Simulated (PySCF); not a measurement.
H₈N₂Si₂ (SMILES N[SiH2][SiH2]N), singlet, at the geometry of the source list. Base run: LC-WPBE/6-31G, TDA in PySCF.

Here is a job for PySCF.
```python
from pyscf import gto, scf, dft, tdscf

mol = gto.Mole()
mol.atom = '''
    Si    1.120500   -0.476300   -0.603700
    N     1.683200    0.902700    0.281100
    Si   -1.058200   -0.873400    0.047500
    N    -1.989400    0.483400    0.587700
    H     2.083700   -1.512700   -0.218100
    H     1.283000   -0.308700   -2.065700
    H     1.196400    1.779800    0.174000
    H     2.672800    1.080500    0.325500
    H    -1.874700   -1.398500   -1.051700
    H    -1.148400   -1.800800    1.181500
    H    -2.273100    1.174000   -0.089500
    H    -1.695800    0.950100    1.431400
'''
mol.basis = '6-31g'
mol.charge = 0
mol.spin = 0
mol.verbose = 4
mol.build()

mf = dft.RKS(mol)
mf.xc = 'lc_wpbe'
mf.kernel()
td = mf.TDA()
td.nstates = 5
td.kernel()
td.analyze()
```

Variants of this job, named by their change:

```csv
change,first excitation (eV),oscillator strength of the first,second (eV),core-seconds (rough),outcome
base,5.74,0.024,6.47,100,converged
response = full linear response,-,-,-,-,cut at the time limit
nstates = 15,5.74,0.024,6.47,100,converged
nstates = 10,5.74,0.024,6.47,200,converged
functional = m062x,(withheld),(withheld),(withheld),200,converged
```

Task: Fill in the missing entries.

Result: 
- functional = m062x, first excitation (eV): 5.24
- functional = m062x, oscillator strength of the first: 0.023
- functional = m062x, second (eV): 5.96

An iterative solver can miss low states, so a row lists the states that it found.
